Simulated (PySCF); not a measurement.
## `CN(C)C(F)=C=CF`, C₅H₇F₂N

Cartesian coordinates in Å; atom numbers follow the order of the lines, from 1:
```xyz
15

C    -0.4480   -1.0826   -0.8011
N    -0.7101    0.2283   -0.2682
C    -2.0590    0.4886    0.1796
C     0.3394    0.8913    0.3001
F     0.0228    2.1376    0.6614
C     1.5636    0.4272    0.5002
C     2.7877   -0.0197    0.5272
F     3.6136    0.0018   -0.5320
H    -0.3664   -1.8548   -0.0117
H     0.4966   -1.0707   -1.3630
H    -1.2632   -1.3648   -1.4831
H    -2.3606   -0.1834    1.0065
H    -2.1461    1.5252    0.5229
H    -2.7600    0.3425   -0.6562
H     3.2864   -0.4628    1.3981
```

Method: PySCF 2.14.0, TDDFT CAM-B3LYP/aug-cc-pVDZ circular dichroism and optical rotation, one conformer, gas phase. Geometry: PBE0-D3(BJ)/def2-SVP.

No stereocentre is labelled: unless the shape is locked (an allene, a helicene, a hindered biaryl), the mirror image is equally populated and a measured rotation or CD is zero.

Question: Draw the ECD and absorption spectra from the lowest 12 states, each a Gaussian of half-width 0.35 eV at 1/e height.

Answer: 
| E (eV) | λ (nm) | Δε (L mol⁻¹ cm⁻¹) | ε (L mol⁻¹ cm⁻¹) |
| --- | --- | --- | --- |
| 4.15 | 299 | -0.99 | 39 |
| 4.25 | 292 | -2.07 | 81.5 |
| 4.35 | 285 | -3.66 | 145 |
| 4.45 | 279 | -5.49 | 220 |
| 4.55 | 273 | -6.97 | 292 |
| 4.65 | 267 | -7.43 | 354 |
| 4.75 | 261 | -6.43 | 436 |
| 4.85 | 256 | -3.99 | 621 |
| 4.95 | 250 | -0.40 | 1010 |
| 5.05 | 246 | +3.89 | 1680 |
| 5.15 | 241 | +8.23 | 2530 |
| 5.25 | 236 | +11.69 | 3370 |
| 5.35 | 232 | +13.21 | 3970 |
| 5.45 | 228 | +12.20 | 4350 |
| 5.55 | 223 | +8.91 | 4810 |
| 5.65 | 219 | +4.37 | 5810 |
| 5.75 | 216 | -0.13 | 7520 |
| 5.85 | 212 | -3.61 | 9560 |
| 5.95 | 208 | -5.62 | 11100 |
| 6.05 | 205 | -6.23 | 11400 |
| 6.15 | 202 | -5.76 | 10400 |
| 6.25 | 198 | -4.37 | 8560 |
| 6.35 | 195 | -1.95 | 6740 |
| 6.45 | 192 | +1.52 | 5620 |
| 6.55 | 189 | +5.42 | 5510 |
| 6.65 | 186 | +8.53 | 6270 |
| 6.75 | 184 | +9.74 | 7480 |
| 6.85 | 181 | +8.98 | 8660 |
| 6.95 | 178 | +7.37 | 9430 |
| 7.05 | 176 | +6.36 | 9600 |

Δε uses R in velocity form, ε uses f in length form. Only the states computed contribute, so the short-wavelength end is incomplete.
